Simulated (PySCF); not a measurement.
C₃H₅NOSi, SMILES O[Si@@H]1C=CC=N1.

Coordinates come from a B3LYP-D3(BJ)/def2-SVP optimisation. The structure was generated by enumeration; whether it is a known compound was not checked. Other conformers were not sampled.

Level of theory: PBE/def2-TZVP in PySCF.

Isolated molecule, no solvent.

| Property | Value |
|---|---|
| total energy | -536.48673 hartree |
| highest occupied level | -5.91 eV |
| lowest empty level | -3.09 eV |
| orbital gap | 2.82 eV |
| dipole moment | 2.69 D |
| quadrupole, principal values (traceless, Buckingham form, about the centre of nuclear charge) | -4.49, 0.28, 4.21 D·Å |
| mean static polarisability | 65.9 bohr³ (9.77 Å³) |
| polarisability, principal values | 48.4, 66.3, 83.1 bohr³ |
